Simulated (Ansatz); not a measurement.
zinc atom (Zn), singlet; PBE0/def2-SVP (Ansatz, a quantum-chemistry and plane-wave program).

Here is a job for Ansatz.
Ansatz 0.2 input:
```yaml
crystal:
  periodic: [false, false, false]
  atoms:
    - {symbol: Zn, position_ang: [0.00000000, 0.00000000, 0.00000000]}
basis:
  gaussian:
    orbitals: def2-SVP
hamiltonian:
  xc: pbe0
```

Write the output that Ansatz gives for this input, abridged.


```
Functional definition: PBE0
237 factors; integrals over basis functions are off by at most 1.1e-4 eV
mean field evaluation 1: about -48405.7211 eV, gradient 9.4e0 eV
mean field evaluation 2: about -48405.6611 eV, gradient 1.2e1 eV
mean field evaluation 4: about -48405.8150 eV, gradient 6.3e-2 eV
mean field evaluation 8: about -48405.8146 eV, gradient 2.8e-4 eV
mean field -48405.81458275 eV, -1778.8808752765 hartree, gradient 1.0e-5 eV, S^2 0.000000; 0 other end points of the search recorded, 0 dependent functions left out
reference -48405.81460321 eV, -1778.8808760285 hartree; 15, 15 occupied and 16, 16 virtual orbitals, 237 factors
Total energy: -48405.81460321 eV, -1778.8808760285 hartree
```
